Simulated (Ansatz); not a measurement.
C2H6FNSi can be A, `FC/C=N\[SiH3]`, or B, `CN(C)[Si]F`.

Computed with Ansatz on PBE0-D4/def2-TZVP structures; ΔE is electronic, products minus reactants. CCSD(T)/CBS is the MP2 limit (def2-TZVPP, def2-QZVPP) plus CCSD(T) − MP2 in def2-TZVPP, frozen cores. Functionals use def2-TZVPP. One conformer a species, not always the lowest.

Which is lower in electronic energy at CCSD(T)/CBS, and by how much? (Best estimate.)

Ansatz gave: B, by 51.9 kcal/mol.

Give E(B) − E(A) in kcal/mol with HF/def2-TZVPP, PBE-D4, ωB97M-V, PBE0-D4, MP2/def2-TZVPP, B2PLYP, CCSD/def2-TZVPP. (An estimate is asked.)

The calculation gave: HF/def2-TZVPP -43.2, PBE-D4 -50.6, ωB97M-V -52.4, PBE0-D4 -50.7, MP2/def2-TZVPP -52.8, B2PLYP -50.4, CCSD/def2-TZVPP -50.8. None reverses the order clearly.

Largest T1 diagnostic: 0.013.

In def2-TZVPP, CCSD(T) changes the Hartree–Fock value by −7.7 kcal/mol (the triples alone add −0.1 kcal/mol) and MP2 by −9.6 kcal/mol.
